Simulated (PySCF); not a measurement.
Al(Cl)(H)(nPr) (C3H8AlCl), SMILES CC[CH2][AlH][Cl]. Geometry: PBE-D3(BJ)/def2-SVP. The values are those of a single conformer.

Computed equilibrium geometry at PBE-D3(BJ)/def2-SVP (PySCF confirms it by a frequency run) as a Z-matrix (one conformer of several):
```
C
H 1 1.1155
H 1 1.1155 2 104.03
C 1 1.5393 2 110.49 3 118.57
H 4 1.1130 1 109.82 2 65.20
H 4 1.1130 5 104.99 1 -118.02
C 4 1.5311 5 109.19 6 -116.97
H 7 1.1095 4 111.88 5 57.14
H 7 1.1102 8 107.70 4 122.35
H 7 1.1102 8 107.69 9 115.29
Al 1 1.9631 2 107.57 3 -113.89
H 11 1.5962 1 125.35 2 -124.46
Cl 11 2.1280 12 116.07 1 179.98
```
